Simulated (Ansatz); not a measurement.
This geometry of ClH + F6W (9 atoms, charge 0, multiplicity 1) is a first-order saddle point.

The calculation used RKS LDA/def2-SVP (Ansatz).

```xyz
9
Properties=species:S:1:pos:R:3
W 0.264 0.261 -0.140
F -0.005 -0.240 2.355
F 1.912 0.015 -0.939
F 0.117 1.752 -1.224
F -1.408 0.656 0.526
F 0.447 -1.497 0.377
F -0.565 -0.501 -1.605
Cl 1.400 1.760 1.271
H 0.480 0.546 2.617
```

Task: Which two structures does it join? (They come from a converged band through this point; their orientation in space is the band's.)

Result: Bonds broken: W1–F2, Cl8–H9. Bonds formed: W1–Cl8, F2–H9. ClH + F6W becomes ClF5W + FH.

First end point:

```xyz
9
Properties=species:S:1:pos:R:3
W -0.121 -0.122 -0.161
F 0.067 0.086 1.677
F 1.707 -0.138 -0.334
F -0.154 1.704 -0.351
F -1.950 -0.129 0.046
F -0.112 -1.949 0.064
F -0.312 -0.333 -1.974
Cl 2.186 2.249 1.901
H 1.331 1.384 2.370
```

Last end point:

```xyz
9
Properties=species:S:1:pos:R:3
W 0.314 0.318 -0.365
F -0.229 -0.199 2.865
F 1.855 0.053 -1.343
F 0.042 1.843 -1.364
F -1.266 0.635 0.513
F 0.639 -1.250 0.533
F -0.624 -0.645 -1.626
Cl 1.487 1.522 1.198
H 0.425 0.476 2.825
```

Task: How far does it lie above each of them?

Result: 0.61 eV above the first and 0.14 eV above the second. This is the barrier of this one path; another mechanism may lie lower. The orbitals stay closed-shell, which can raise the energy where a bond breaks towards radicals; this wasn't checked here.

Time of the run: 3.3 min on 4 threads of Intel(R) Xeon(R) Platinum 8488C (Sapphire Rapids), on a shared host, peak memory 0.24 GiB.
